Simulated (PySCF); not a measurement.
Compound: C7H11OP.
Atom-mapped SMILES: `[CH3:1][c:2]1[p:3][cH:4][o:5][c:6]1[CH:7]([CH3:8])[CH3:9]`

Probes without a nucleus sit at each ring's centroid and 1 Å off its mean plane on both sides; NICS is minus the shielding there, NICSzz its component along the normal. Level: GIAO PBE0/pcSseg-1 (PySCF, non-relativistic, gas phase) on the GFN2-xTB geometry, one conformer.

Ring bond lengths (Å), with Mayer bond orders in brackets: C2–P3 1.779 (1.15), P3–C4 1.706 (1.55), C4–O5 1.335 (1.10), O5–C6 1.342 (1.01), C6–C2 1.365 (1.54).

Q: What do the NICS probes read (ppm)?

A: 
```csv
ring,type,NICS(0),"NICS(1), two faces","NICS(1)zz, two faces",rms pucker (Å),"centre to ring atoms, mean (Å)"
C2–P3–C4–O5–C6,5-membered ring with O and P; formal bonds all aromatic,-11.1,-10.6 / -10.6,-24.0 / -24.0,0.00,1.27
```

Q: What do they say, and how far can they be read as aromaticity?

A: 
- C2–P3–C4–O5–C6: mean NICS(1)zz -24.0 ppm, shielded.

Q: How equal are the bonds by HOMA? HOMA takes Krygowski's 1993 parameters.

A: 
- C2–P3–C4–O5–C6: HOMA 0.47; the largest term is that of O5–C6, α(R − Ropt)² = 0.94.

Q: What field does 14.1 T along the ring normal induce along that normal at the first NICS(1) probe listed for ring C2–P3–C4–O5–C6, 1 Å off the ring?

A: NICSzz × B0 = -24.0 ppm × 14.1 T = -338 μT, against the applied field.

Q: List the ring angles and the Hirshfeld charges of the ring atoms.

A: 
- C2–P3–C4–O5–C6: C2 110.4° (-0.085 e), P3 87.3° (+0.022 e), C4 115.9° (-0.053 e), O5 111.6° (-0.038 e), C6 114.8° (+0.067 e); sum 540.0° against 540° for a flat convex ring.

Q: What are the shieldings of the ring atoms and their hydrogens in the same run (means over atoms taken as equivalent)?

A: 
| atoms | environment | σ isotropic (ppm) | principal values of the symmetric part, first atom (ppm) |
| --- | --- | --- | --- |
| C2 | substituted aromatic carbon | 50.8 | -40.5, 43.4, 149.5 |
| P3 | phosphorus bonded to 2 C | 175.8 | -23.6, 124.6, 426.5 |
| C4 | aromatic CH next to a ring oxygen | 1.9 | -143.3, 44.2, 104.7 |
| O5 | furan-type oxygen | -17.0 | -233.6, -51.6, 234.4 |
| C6 | substituted aromatic carbon | 16.9 | -73.4, 31.5, 92.6 |
| H on C4 | aromatic hydrogen | 23.03 | 20.8, 22.4, 26.0 |

Conformer computed: `[CH3:1][c:2]1[p:3][cH:4][o:5][c:6]1[CH:7]([CH3:8])[CH3:9]`: O5–C6–C7–C8 61°.
